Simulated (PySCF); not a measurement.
Compound: CH8AsGaS.
Structure used (PBE0-D3(BJ)/def2-SVP), in Å, numbered top down from 1:
```
atom  x, y, z in Å
C1    -1.9461    0.7393    0.5426
S2    -1.4901   -0.5460   -0.6665
Ga3    0.1498   -1.6186    0.4311
As4    1.8792    0.2163   -0.4840
H5    -2.8100    1.2835    0.1359
H6    -2.2299    0.3020    1.5097
H7    -1.1310    1.4610    0.7038
H8     0.7119   -2.8723   -0.3214
H9     0.2339   -1.3519    1.9753
H10    1.3180    1.6149   -0.3719
H11    1.9890    0.1854   -1.9897
H12    3.3261    0.5859   -0.1969
```

Method used: core-valence-separated Tamm–Dancoff BHandHLYP/aug-pcX-1 (pcseg-1 on H, def2-SVPD on S, def2-SVPD on Ga, def2-SVPD on As) in PySCF, non-relativistic, gas phase, PBE0-D3(BJ)/def2-SVP geometry. The energies are unshifted.

The lowest roots of each edge with f over 0.003 (five at most, numbered afresh; weaker and dark ones are left out), with transition dipoles (au) in the frame of the coordinates:

```
root  edge  E (eV)       f      μx       μy       μz
   1     C  285.35  0.0410  0.0229  -0.0530  -0.0503
   2     C  286.07  0.0171  0.0031  -0.0426  -0.0249
   3     C  286.48  0.0169  0.0384   0.0215  -0.0219
   4     C  286.79  0.0204  0.0383  -0.0132   0.0356
   5     C  287.07  0.0113  0.0279  -0.0198   0.0208
```

Problem. Molecules are fixed in this frame and the field points along (0, 1, 1)/√2. What effective strengths 3 f cos²θ do the roots have (θ between field and μ)?

Solution. root 1 (C1): 0.112, root 2 (C1): 0.048, root 3 (C1): 0.000, root 4 (C1): 0.005, root 5 (C1): 0.000. Root 1 is the strongest. Averaged over all orientations cos²θ is 1/3, which gives f back.

 The BHandHLYP/aug-pcX-1 (pcseg-1 on H, def2-SVPD on S, def2-SVPD on Ga, def2-SVPD on As) calculation is non-relativistic and has no spin–orbit coupling, an omission that weighs most on arsenic and gallium.

One conformer stands for the species.
